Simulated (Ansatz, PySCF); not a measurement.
Ansatz (a first-principles code) was given this input:
Ansatz 0.2 input:
```yaml
crystal:
  periodic: [false, false, false]
  atoms:
    - {symbol: Te, position_ang: [-0.00170000, 0.78910000, 0.00000000]}
    - {symbol: H, position_ang: [-1.13910000, -0.39800000, 0.00000000]}
    - {symbol: H, position_ang: [1.14080000, -0.39100000, 0.00000000]}
basis:
  gaussian:
    orbitals: def2-SVPD
hamiltonian:
  xc: r2scan
magnetization: {spin_polarized: true, initial_magnetization: 2}
accuracy: high
```

Problem. Write the same job for PySCF.

Solution. One answer among several that fit: 
```python
from pyscf import gto, scf, dft

mol = gto.Mole()
mol.atom = '''
    Te   -0.00170000    0.78910000    0.00000000
    H    -1.13910000   -0.39800000    0.00000000
    H     1.14080000   -0.39100000    0.00000000
'''
mol.basis = 'def2-svpd'
mol.ecp = {'Te': 'def2-svpd'}
mol.spin = 2
mol.verbose = 4
mol.build()

mf = dft.UKS(mol)
mf.xc = 'r2scan'
mf.grids.atom_grid = (99, 590)
mf.grids.prune = None
mf.kernel()
```

Both were run: Ansatz gave -269.162520 Eh and PySCF -269.162513 Eh, 0.007 mEh apart.
